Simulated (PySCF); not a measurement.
**How methods differ on the ionisation energy of Zn²⁺**

Zn²⁺ [Ar] 3d10 (1S) → Zn³⁺ [Ar] 3d9 (2D), as a difference of total energies. Calculation: PySCF 2.14, in aug-cc-pVQZ-DK (9s8p6d4f3g2h, 140 functions); scalar relativity by spin-free X2C-1e. Correlated levels: valence: [Ar] frozen. The calculations carry no spin-orbit coupling.

```tsv
method	ionisation energy (eV)	plus first-order spin-orbit estimate	error of that sum (eV)
UHF	36.956	36.804	-2.919
LDA	40.774	40.623	+0.900
PBE	40.116	39.965	+0.242
PBE0	39.626	39.474	-0.249
r2SCAN	39.632	39.480	-0.243
B2PLYP	39.754	39.603	-0.120
MN15	40.201	40.049	+0.326
BHandHLYP	39.139	38.987	-0.736
MP2 (valence)	40.127	39.975	+0.252
SCS-MP2 (valence)	39.766	39.614	-0.109
```

Reference: 39.723 eV (measured; NIST Atomic Spectra Database, ionization energies).

A first-order spin-orbit estimate (lowest level to lowest level, LS coupling) adds -0.152 eV.
